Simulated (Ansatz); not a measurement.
Born–Oppenheimer molecular dynamics of CH11NOSi2 (16 atoms, charge 0, multiplicity 1). It starts from a rough guess of a transition structure, not a stationary point.

The calculation used UKS PBE0/STO-3G (Ansatz).

```yaml
ensemble: NVE (velocity Verlet)
time_step: 0.5 fs
steps_asked: 150
starting_velocities_drawn_for: 100 K
seed: 733993
```

First frame:

```xyz
16
Properties=species:S:1:pos:R:3
Si -0.426 0.666 0.447
H 1.427 0.379 0.509
O -0.397 1.023 -1.129
Si 0.090 1.936 -2.366
H -0.199 1.774 1.365
H -1.854 0.345 0.621
H 1.300 -0.597 0.472
N 0.193 -1.361 0.516
C -0.111 -2.063 1.740
H 1.347 1.389 -2.875
H 0.271 3.308 -1.896
H -0.993 1.827 -3.340
H -0.096 -1.915 -0.284
H 0.238 -1.451 2.572
H 0.394 -3.033 1.781
H -1.185 -2.227 1.867
```

(1) How far do the bonds stretch over the last three quarters of this one trajectory? (Pairs bonded in most of those frames.)

Answers

(1) 
```
   bond  mean (Å)  spread (Å)  shortest  longest
 Si1–O3     1.695       0.018      1.66     1.72
 Si1–H5     1.463       0.014      1.44     1.49
 Si1–H6     1.459       0.024      1.42     1.50
 Si1–N8     1.736       0.082      1.61     1.86
  H2–H7     0.730       0.015      0.71     0.75
 O3–Si4     1.703       0.023      1.67     1.73
Si4–H10     1.452       0.013      1.43     1.47
Si4–H11     1.452       0.016      1.43     1.48
Si4–H12     1.446       0.013      1.43     1.47
  N8–C9     1.475       0.052      1.40     1.57
 N8–H13     1.042       0.033      0.99     1.11
 C9–H14     1.107       0.016      1.08     1.13
 C9–H15     1.102       0.006      1.09     1.11
 C9–H16     1.108       0.005      1.10     1.12
```

Mean temperature of the second half: 1375 K. The conserved energy stayed within 0.17 meV per atom of its start (net change -0.069 meV per atom), so the integration is sound. The system heated up, since it started high on the potential surface and ran downhill. A run of 0.075 ps of so small a system gives no equilibrium averages. The orbitals stay closed-shell, which can raise the energy where a bond breaks towards radicals; this wasn't checked here. Limits of this set-up: minimal basis.

The run took 23 min on 1 thread of Arm Neoverse N1 (shared host), peak memory 0.18 GiB.
